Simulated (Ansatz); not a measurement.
CH₇MoN₃O (`C[N]=[Mo]([NH2])([NH2])=[O]`). Charge 0, multiplicity 1. Mo takes the def2 core potential.

Z-matrix (Å, degrees):
```
C
N 1 1.420
H 1 1.096 2 110.0
H 1 1.096 2 112.3 3 -121.0
H 1 1.096 2 110.0 3 118.1
Mo 2 1.732 1 151.0 3 121.1
N 6 1.944 2 105.6 1 -120.3
N 6 1.944 2 105.6 1 120.2
O 6 1.690 2 113.4 1 -0.0
H 7 1.009 6 122.8 2 158.2
H 7 1.007 6 125.2 2 -13.9
H 8 1.009 6 122.9 2 -158.2
H 8 1.007 6 125.2 2 13.9
```

**Question.** What are the harmonic wavenumbers in cm⁻¹ at PBE0-D4/def2-TZVP (Ansatz, finite differences of forces, unscaled)? (An estimate is asked.)

**Answer.** The calculation gave: 88, 112, 117, 188, 213, 224, 306, 315, 349, 375, 381, 393, 633, 649, 697, 709, 718, 1019, 1101, 1107, 1330, 1429, 1467, 1470, 1541, 1544, 3010, 3081, 3082, 3588, 3591, 3698, 3698.

**Question.** Is this a minimum?

**Answer.** Yes, all 33 modes are real.

**Question.** Give the ideal-gas thermochemistry at 298.15 K and 1 bar (rigid rotor, harmonic oscillator; point group Cs, symmetry number 1).

**Answer.** Zero-point energy 252.6 kJ/mol; H(298) − E = 280.1 kJ/mol; entropy 395.1 J/(mol·K), of which translation 173.1, rotation 116.6, vibration 105.4; G(298) − E = 162.2 kJ/mol. Modes under 100 cm⁻¹ are hindered rotations or soft bends, so the harmonic entropy is rough.

**Question.** And at 400, 500, 600, 800 and 1000 K?

**Answer.** 
```csv
T (K),H − E (kJ/mol),S (J/mol/K),G − E (kJ/mol)
400,295.9,440.8,119.6
500,313.5,479.9,73.5
600,332.7,514.8,23.8
800,374.7,575.1,-85.4
1000,420.4,626.0,-205.6
```

**Question.** Rotational constants (cm⁻¹)?

**Answer.** 0.1031, 0.0626, 0.05778.
